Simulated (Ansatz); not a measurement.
```xyz
7

Fe    0.0000    0.0000    0.0000
F     0.0000    0.0000    1.9300
F     0.0000    0.0000   -1.9300
F     1.9300    0.0000    0.0000
F    -1.9300    0.0000    0.0000
F     0.0000    1.9300    0.0000
F     0.0000   -1.9300    0.0000
```

Basis set: def2-TZVP on F; pcseg-2 on Fe. Charge -3. Computed with Ansatz (development build ahead of 0.2.0); the lowest solution found for each multiplicity.

**Question.** How do the multiplicities compare at this shape? Give, from the lowest of each method, PBE0 (unrestricted) for 2, 6; PBE0 (restricted) for 2, 6.

**Answer.**

| method | multiplicity | E (eV) | <S²> |
| --- | --- | --- | --- |
| PBE0, unrestricted | 2 | 1.817 | 1.64 |
| PBE0, unrestricted | 6 | 0.000 | 8.75 |
| PBE0, restricted | 2 | 1.970 | 0.75 |
| PBE0, restricted | 6 | 0.000 | 8.75 |

Caution: no diffuse functions for an anion; other spin multiplicities may lie lower. Caution for PBE0, unrestricted: the unrestricted determinant is a mixture of spin states.
